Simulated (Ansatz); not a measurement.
Calculated with Ansatz (gas phase, PBE0-D4/def2-TZVP geometries, no zero-point term in ΔE). CCSD(T)/CBS adds triple-zeta CCSD(T) − MP2 to the extrapolated MP2 energy (def2 sets, frozen cores). Functionals use def2-TZVPP. B3LYP here is the variant with VWN-RPA as its local correlation; programs differ in this. One conformer a species, not always the lowest.

`CSS[SiH2][SiH3]` + `[CH3][AlH][OH]` → `[CH3][AlH][O][SiH2][SiH3]` + `CSS`  (ligand exchange at the Si–S bond)

```json
{"level": "r2SCAN-D4", "ΔE (kJ/mol)": "-39.6"}
{"level": "B3LYP-D4", "ΔE (kJ/mol)": "-43.9"}
{"level": "PBE", "ΔE (kJ/mol)": "-30.0"}
{"level": "r2SCAN", "ΔE (kJ/mol)": "-40.2"}
{"level": "MP2/def2-TZVPP", "ΔE (kJ/mol)": "-37.2"}
{"level": "SCS-MP2/def2-TZVPP", "ΔE (kJ/mol)": "-45.7"}
{"level": "HF/def2-QZVPP", "ΔE (kJ/mol)": "-71.5"}
{"level": "MP2/def2-QZVPP", "ΔE (kJ/mol)": "-35.7"}
```

(1) What does CCSD(T)/CBS give? (Best estimate.)

Largest T1 diagnostic among the species: 0.013.

Results:

(1) The calculation gave: -39.5 kJ/mol. The listed levels differ from it by -0.1, -4.4, 9.5, -0.7, 2.3, -6.2, -32.0, 3.8 kJ/mol.

The D4 term adds +5.9 kJ/mol with B3LYP and +2.9 kJ/mol with PBE0; it sums over pairs of atoms, weighted by their polarisabilities, and B3LYP, whose exchange is more repulsive, gets the larger term. From PBE to PBE0 (25 % exact exchange), in def2-TZVPP and without D4, ΔE moves by −5.4 kJ/mol.
